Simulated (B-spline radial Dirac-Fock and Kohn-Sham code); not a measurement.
Z = 83 (bismuth), transition energy 31.9 keV. Method: a Dirac-Hartree-Slater potential of the neutral atom with a Latter tail (no hole, which puts coefficients of high multipoles low close above an edge), finite nucleus with surface currents. Computed with a B-spline atomic structure program. The K shell is not open to conversion at this energy. Subshells that would emit electrons below 1 keV are left out.

Task: A pure transition shows α(L) = 42.5, L1/L2 = 9.27 and L1/L3 = 107. What is its multipolarity?
A. E1
B. M1
C. E4
D. E3
E. M4
F. M2
G. E2
H. M3

Result: B. For comparison, α(L), L1/L2, L1/L3 are E1 1.58, 0.898, 0.703; E2 1200, 0.0250, 0.0236; E3 91700, 0.0179, 0.0173; E4 2.64e+06, 0.0129, 0.0118; M2 3790, 16.5, 1.95; M3 383000, 18.3, 0.161; M4 1.89e+07, 16.7, 0.0420.
